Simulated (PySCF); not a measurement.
HCl₃Ge, charge -1, doublet, at a GFN2-xTB geometry (a state made from the parent by changing its charge; the spin is typed, not shown lowest); DF-R2SCAN/cc-pVDZ in PySCF.

PySCF was given this input:
```python
from pyscf import gto, scf, dft

mol = gto.Mole()
mol.atom = '''
    Ge    0.189616    0.144657    0.116875
    Cl   -0.810130    2.365751   -0.060661
    Cl    2.014102   -1.478772    0.115746
    Cl   -1.559837   -1.163322   -0.380225
    H    -0.017991    0.068799    1.787391
'''
mol.basis = 'cc-pvdz'
mol.charge = -1
mol.spin = 1
mol.verbose = 4
mol.build()

mf = dft.UKS(mol)
mf.xc = 'r2scan'
mf = mf.density_fit(auxbasis='def2-universal-jkfit')
mf.kernel()
```

Task: What does PySCF print? Leave out banner, timings and long lists.

Result: 
```
PySCF version 2.14.0

[INPUT] verbose = 4
[INPUT] num. atoms = 5
[INPUT] num. electrons = 85
[INPUT] charge = -1
[INPUT] spin (= nelec alpha-beta = 2S) = 1
[INPUT] symmetry False subgroup None
[INPUT] Mole.unit = angstrom
[INPUT] Symbol           X                Y                Z      unit          X                Y                Z       unit  Magmom
[INPUT]  1 Ge     0.189616000000   0.144657000000   0.116875000000 AA    0.358322308836   0.273362112001   0.220861740809 Bohr   0.0
[INPUT]  2 Cl    -0.810130000000   2.365751000000  -0.060661000000 AA   -1.530923825294   4.470621468916  -0.114632676442 Bohr   0.0
[INPUT]  3 Cl     2.014102000000  -1.478772000000   0.115746000000 AA    3.806101166939  -2.794474080675   0.218728240014 Bohr   0.0
[INPUT]  4 Cl    -1.559837000000  -1.163322000000  -0.380225000000 AA   -2.947664728963  -2.198359974681  -0.718521115713 Bohr   0.0
[INPUT]  5 H     -0.017991000000   0.068799000000   1.787391000000 AA   -0.033998062707   0.130011267644   3.377679467512 Bohr   0.0

nuclear repulsion = 499.748601043665
number of shells = 24
number of NR pGTOs = 207
number of NR cGTOs = 86
basis = cc-pvdz
ecp = {}

******** <class 'pyscf.df.df_jk.DFUKS'> ********
method = DFUKS
initial guess = minao
damping factor = 0
level_shift factor = 0
DIIS = <class 'pyscf.scf.diis.CDIIS'>
diis_start_cycle = 1
diis_space = 8
diis_damp = 0
SCF conv_tol = 1e-09
SCF conv_tol_grad = None
SCF max_cycles = 50
direct_scf = False
number electrons alpha = 43  beta = 42
XC library pyscf.dft.libxc version 7.1.2
    S. Lehtola, C. Steigemann, M. J. T. Oliveira, and M. A. L. Marques,  SoftwareX 7, 1–5 (2018)
XC functionals = r2scan
    J. W. Furness, A. D. Kaplan, J. Ning, J. P. Perdew, and J. Sun,  J. Phys. Chem. Lett. 11, 8208–8215 (2020)
    J. W. Furness, A. D. Kaplan, J. Ning, J. P. Perdew, and J. Sun,  J. Phys. Chem. Lett. 11, 9248–9248 (2020)
    J. W. Furness, A. D. Kaplan, J. Ning, J. P. Perdew, and J. Sun,  J. Phys. Chem. Lett. 11, 8208–8215 (2020)
    J. W. Furness, A. D. Kaplan, J. Ning, J. P. Perdew, and J. Sun,  J. Phys. Chem. Lett. 11, 9248–9248 (2020)
radial grids:
    Treutler-Ahlrichs [JCP 102, 346 (1995); DOI:10.1063/1.469408] (M4) radial grids

becke partition: Becke, JCP 88, 2547 (1988); DOI:10.1063/1.454033
pruning grids: <function nwchem_prune>
grids dens level: 3
symmetrized grids: False
atomic radii adjust function: <function treutler_atomic_radii_adjust>
small_rho_cutoff = 0
Set gradient conv threshold to 3.16228e-05
tot grids = 87088
init E= -3457.51485337451

cycle= 1 E= -3458.16883913418  delta_E= -0.654  |g|= 0.379  |ddm|= 1.28
cycle= 2 E= -3458.01460913537  delta_E= 0.154  |g|= 0.612  |ddm|= 1.06
cycle= 3 E= -3458.25392593007  delta_E= -0.239  |g|= 0.0761  |ddm|= 0.721
cycle= 4 E= -3458.2579056145  delta_E= -0.00398  |g|= 0.0184  |ddm|= 0.115
cycle= 5 E= -3458.25808990046  delta_E= -0.000184  |g|= 0.00587  |ddm|= 0.0254
cycle= 6 E= -3458.25811624364  delta_E= -2.63e-05  |g|= 0.00226  |ddm|= 0.0107
cycle= 7 E= -3458.25811987287  delta_E= -3.63e-06  |g|= 0.000632  |ddm|= 0.00352
cycle= 8 E= -3458.25812019789  delta_E= -3.25e-07  |g|= 0.000281  |ddm|= 0.00147
cycle= 9 E= -3458.25812026833  delta_E= -7.04e-08  |g|= 5.35e-05  |ddm|= 0.000502
cycle= 10 E= -3458.25812027104  delta_E= -2.72e-09  |g|= 2.31e-05  |ddm|= 9.46e-05
cycle= 11 E= -3458.25812027161  delta_E= -5.67e-10  |g|= 7.81e-06  |ddm|= 4.39e-05
Extra cycle  E= -3458.25812027169  delta_E= -7.41e-11  |g|= 5.27e-06  |ddm|= 2.07e-05
converged SCF energy = -3458.25812027169  <S^2> = 0.7538449  2S+1 = 2.0038412
```
